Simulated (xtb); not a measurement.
H₂AlO₂, charge +1, singlet, from a rough starting geometry (GFN-xTB shapes and energies of metal compounds can be far from the true ones).

xtb was given this input:
```
$ xtb mol.xyz --gfn 2 --chrg 1 --opt vtight --json

# file mol.xyz
5

Al     0.03149416    -0.10367329     0.05213551
O      1.23338121     0.00663962    -1.04026368
H      1.83195481     0.53045093    -1.63290177
O     -1.23380775    -0.40100208     1.01077208
H     -1.83821441    -0.02878516     1.70076280
```

Q: What total energy at the end of the optimisation does GFN2-xTB (xtb) give?

A: -9.851960 Ha

Q: What HOMO-LUMO gap does GFN2-xTB give?

A: 3.62 eV
